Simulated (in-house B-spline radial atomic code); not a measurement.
Radial electron density of Fe8+, [Ne] 3s2 3p6. Method: scalar-relativistic (X2C) PBE0, spin-polarised, spherical fractional occupations, exact exchange averaged over the configuration, Fermi nucleus of rms radius 3.7377 fm. Calculated with a B-spline radial code for spherical atoms.

One-electron X2C: radii and densities carry no picture-change correction, so inner-shell <1/r> comes out high (for 1s by about 2 % at Z = 33, 5 % at 54, 10 % at 75, 30 % at 118) and <r> low.

Columns: r (bohr), 4πr²n(r) (electrons per bohr), bar.

```
 0.00218   0.8281 #
 0.00259    1.121 #
 0.00308    1.516 ##
 0.00366    2.037 ###
 0.00436    2.736 ###
 0.00518    3.634 #####
 0.00616    4.799 ######
 0.00733    6.288 ########
 0.00871    8.133 ##########
  0.0104    10.46 #############
  0.0123    13.07 ################
  0.0147    16.26 #####################
  0.0174    19.57 #########################
  0.0207    23.09 #############################
  0.0247    26.49 #################################
  0.0293    29.21 #####################################
  0.0349    31.02 #######################################
  0.0415    31.49 ########################################
  0.0493    30.58 #######################################
  0.0587    28.56 ####################################
  0.0698    26.28 #################################
   0.083    24.81 ###############################
  0.0987    25.17 ################################
   0.117    27.63 ###################################
    0.14    31.57 ########################################
   0.166    34.65 ############################################
   0.197    34.88 ############################################
   0.235    30.87 #######################################
   0.279    23.74 ##############################
   0.332    16.14 ####################
   0.395    11.38 ##############
    0.47    10.69 #############
   0.559    12.38 ################
   0.665    13.34 #################
    0.79    11.67 ###############
    0.94    7.908 ##########
    1.12    4.021 #####
    1.33    1.529 ##
    1.58   0.4126 #
    1.88  0.07344 
    2.24 0.007956 
    2.66 0.0005179
```

On this grid the curve has 3 maxima, near 0.0415, 0.197, 0.665 bohr.

The 3s up radial function P(r) = rR(r), positive near the nucleus:

| r (bohr) | P |
| --- | --- |
| 0.000769 | 0.03035 |
| 0.00109 | 0.04172 |
| 0.00154 | 0.05702 |
| 0.00218 | 0.07771 |
| 0.00308 | 0.1051 |
| 0.00436 | 0.141 |
| 0.00616 | 0.1863 |
| 0.00871 | 0.2415 |
| 0.0123 | 0.3035 |
| 0.0174 | 0.3647 |
| 0.0247 | 0.4074 |
| 0.0349 | 0.4002 |
| 0.0493 | 0.3027 |
| 0.0698 | 0.07732 |
| 0.0987 | -0.2638 |
| 0.14 | -0.6074 |
| 0.197 | -0.705 |
| 0.279 | -0.3229 |
| 0.395 | 0.4857 |
| 0.559 | 1.196 |
| 0.79 | 1.232 |
| 1.12 | 0.6841 |
| 1.58 | 0.1952 |
| 2.24 | 0.02237 |
